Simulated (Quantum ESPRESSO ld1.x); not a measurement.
Q: Species: the lutetium ion Lu3+. Configuration: [Xe] 4f12 5d2 (not the ground configuration). Calculated with ld1.x of Quantum ESPRESSO 7.5: scalar-relativistic Kohn-Sham, LDA (Slater exchange, VWN5 correlation), spin-polarised, spherical densities, point nucleus; open shells are filled with parallel spins first. Some entries of the table are withheld. Estimate them.

orbital  occ.  eigenvalue (eV)  r(max) (bohr)  <r^2> (bohr^2)
1s down     1       -63235.185        0.01214       0.0005126
1s up       1       -63235.182        0.01214       0.0005126
2s up       1       -10802.796        0.06935        0.007928
2s down     1       -10802.649        0.06935        0.007928
2p up       3        -9512.308        0.05661        0.006499
2p down     3        -9512.191        0.05661        0.006499
3s up       1        -2484.831         0.1959         0.05179
3s down     1        -2483.703         0.1959         0.05177
3p up       3        -2097.661         0.1933         0.05235
3p down     3        -2096.533         0.1933         0.05232
3d up       5        -1631.826         0.1574         0.04351
3d down     5        -1630.914         0.1574         0.04347
4s up       1         -531.304         0.4458          0.2569
4s down     1         -529.181         0.4458          0.2570
4p up       3         -403.768         0.4666          0.2915
4p down     3         -401.696         0.4666          0.2917
4d up       5         -237.385         0.4794          0.3422
4d down     5         -235.356         0.4795          0.3426
5s up       1          -97.768          1.022           1.440
5s down     1          -96.088          1.022           1.439
5p up       3          -66.190            (1)           1.952
5p down     3          -64.479            (2)           1.951
4f up       7          -53.513            (3)          0.5516
4f down     5          -51.500            (4)          0.5545
5d up       2          -30.038          1.537           3.973
5d down     0          -28.351          1.536           4.060

A: 
(1) 5p up r(max) (bohr): 1.156
(2) 5p down r(max) (bohr): 1.156
(3) 4f up r(max) (bohr): 0.4604
(4) 4f down r(max) (bohr): 0.4608
